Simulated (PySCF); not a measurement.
C₅H₁₄N₂Si.
Numbering: `[CH3:1][NH:2][C@H:3]1[CH2:4][CH2:5][N:6]([SiH3:7])[CH2:8]1` (hydrogens: H9, H10, H11 on C1; H12 on N2; H13 on C3; H14, H15 on C4; H16, H17 on C5; H18, H19, H20 on Si7; H21, H22 on C8)

The same species was optimised twice, with GFN2-xTB and with PBE0-D3(BJ)/def2-SVP (PySCF), and the same property calculations (PySCF, gas phase) were run on both structures.

```tsv
coordinate	GFN2-xTB	PBE0-D3(BJ)/def2-SVP	change
N6–Si7 (Å)	1.709	1.730	+0.021
C5–N6 (Å)	1.444	1.454	+0.010
C3–C8 (Å)	1.537	1.529	-0.008
C1–N2 (Å)	1.448	1.441	-0.007
N2–C3 (Å)	1.443	1.439	-0.004
N6–C8 (Å)	1.437	1.441	+0.004
C4–C5 (Å)	1.539	1.540	+0.001
C3–C4 (Å)	1.551	1.552	+0.001
Si7–N6–C8 (°)	128.1	125.1	-3.0
C5–N6–C8 (°)	106.9	108.1	+1.2
N2–C3–C4 (°)	116.6	117.8	+1.2
C4–C5–N6 (°)	106.0	104.9	-1.1
C3–C8–N6 (°)	104.5	103.6	-0.9
C1–N2–C3 (°)	114.5	115.2	+0.7
C3–C4–C5 (°)	104.9	105.4	+0.5
N2–C3–C8 (°)	111.6	112.1	+0.5
C1–N2–C3–C4 (°)	67	66	-1
```

Rotational constants: A = 4458, B = 839.2, C = 764.7 MHz (GFN2-xTB) against A = 4653, B = 817.8, C = 733.6 MHz (PBE0-D3(BJ)/def2-SVP). Point groups within 0.08 Å: C1 and C1.

On the GFN2-xTB structure: HOMO (eV) -6.09 [PBE0/pcSseg-1]; LUMO (eV) 0.75 [PBE0/pcSseg-1]; dipole (D) 1.52 [PBE0/pcSseg-1]; GIAO shielding of C1 (ppm) 148.5 [PBE0/pcSseg-1]; GIAO shielding of N2 (ppm) 211.0 [PBE0/pcSseg-1]; GIAO shielding of C3 (ppm) 119.8 [PBE0/pcSseg-1]; GIAO shielding of C4 (ppm) 151.0 [PBE0/pcSseg-1]; GIAO shielding of C5 (ppm) 137.4 [PBE0/pcSseg-1]; GIAO shielding of N6 (ppm) 244.5 [PBE0/pcSseg-1]; GIAO shielding of Si7 (ppm) 405.3 [PBE0/pcSseg-1]; GIAO shielding of C8 (ppm) 125.1 [PBE0/pcSseg-1].

**Question.** What do these properties become on the PBE0-D3(BJ)/def2-SVP structure?

**Answer.** 
```tsv
property	level	on GFN2-xTB	on PBE0-D3(BJ)/def2-SVP	change
HOMO (eV)	PBE0/pcSseg-1	-6.09	-6.21	-0.12
LUMO (eV)	PBE0/pcSseg-1	0.75	0.79	+0.04
dipole (D)	PBE0/pcSseg-1	1.52	1.70	+0.18
energy, GFN2-xTB geometry as zero (kcal/mol)	PBE0/pcSseg-1	0.0	-2.4	-2.4
GIAO shielding of C1 (ppm)	PBE0/pcSseg-1	148.5	147.9	-0.6
GIAO shielding of N2 (ppm)	PBE0/pcSseg-1	211.0	213.6	+2.6
GIAO shielding of C3 (ppm)	PBE0/pcSseg-1	119.8	120.8	+1.0
GIAO shielding of C4 (ppm)	PBE0/pcSseg-1	151.0	150.2	-0.8
GIAO shielding of C5 (ppm)	PBE0/pcSseg-1	137.4	135.0	-2.4
GIAO shielding of N6 (ppm)	PBE0/pcSseg-1	244.5	233.8	-10.7
GIAO shielding of Si7 (ppm)	PBE0/pcSseg-1	405.3	406.2	+0.9
GIAO shielding of C8 (ppm)	PBE0/pcSseg-1	125.1	126.0	+0.9
```

The heavy atoms differ by 0.156 Å rms after alignment. Among the bonds compared N6–Si7 changes most (+0.021 Å). Changes are differences of the printed values. Neither structure is proved a minimum here.
